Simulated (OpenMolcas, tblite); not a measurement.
# A ladder of methods for SiSe (SMILES [Si][Se])

The species is SiSe (2 atoms), meant as a singlet with charge 0. SMILES: `[Si][Se]`. The coordinates come from a PBE0-D4/def2-TZVP relaxation.

```xyz
2

Si    0.0000    0.0000    0.0314
Se    0.0000    0.0000    2.0931
```

Each level gives the vertical ionisation energy (to the doublet cation) (eV). The values are calculated.

```tsv
level	kind	program	value (eV)	CPU time (all runs)
GFN1-xTB	semi-empirical	tblite	13.01	under 2 s
HF/aug-cc-pVTZ	Hartree–Fock	OpenMolcas	9.35	29 s
SVWN5/aug-cc-pVTZ	LDA	OpenMolcas	10.15	51 s
BLYP/aug-cc-pVTZ	GGA	OpenMolcas	9.82	68 s
PBE/aug-cc-pVTZ	GGA	OpenMolcas	9.95	67 s
TPSS/aug-cc-pVTZ	meta-GGA	OpenMolcas	9.96	1.7 min
M06-2X/aug-cc-pVTZ	hybrid meta-GGA	OpenMolcas	10.12	89 s
PBE0/aug-cc-pVTZ	global hybrid	OpenMolcas	10.06	67 s
```

All-electron rows without a relativistic Hamiltonian named are non-relativistic. The values span 9.35 to 13.01 eV. The xTB values lack the empirical shift that such differences need. Times are those of the runs behind each value, whatever else they computed, on shared processors of several kinds: orders of magnitude only.
